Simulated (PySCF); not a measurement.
CClF, SMILES [C](Cl)F (connectivity only; charge and spin as stated), neutral, multiplicity 1. Geometry optimised at ωB97X-D3(BJ)/def2-TZVP. The isomer is the one that the SMILES or the coordinates give; other isomers of the formula were not compared.

PySCF with TDA-PBE/def2-TZVPD puts the lowest singlet excitations at 3.54, 4.73, 6.00, 6.92, 7.12, 7.51 eV.

Question: What are the lowest excitation roots from ADC(2)/aug-cc-pVDZ in PySCF 2.14.0? (Estimate from the structure and the level; the computed values follow.)

Answer: 3.49, 5.36, 6.13, 7.72, 8.14, 8.65 eV. S1 differs by -0.05 eV (second minus first; roots are paired by order, and the bases may differ).
